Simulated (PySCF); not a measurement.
Computed Raman spectrum (relative Raman activity) of a molecule C3H7ClSi. Geometry: ωB97X-D3(BJ)/def2-SVP. The values are those of a single conformer. Method: ωB97X-D3(BJ)/def2-SVP run with PySCF 2.14.0. Frequencies are harmonic and unscaled.

Lines under 2 % of the strongest are left out, and lines within 2 cm⁻¹ are merged.

```tsv
ν (cm⁻¹)	relative intensity
127	2.1
337	2.5
658	3.9
693	7.2
737	3.9
806	2.5
850	3.4
894	5.1
923	7.1
964	9.1
1314	8.7
1444	15
1696	25
2240	50
2242	100
3069	76
3171	50
3175	51
3189	37
3224	34
```

**Question.** Which molecule gave these data?
(A) C=C(C)[SiH2]Cl
(B) Cl[SiH2]C1CC1
(C) C[SiH2]/C=C/Cl
(D) C=C(Cl)[SiH2]C

**Answer.** C, C[SiH2]/C=C/Cl
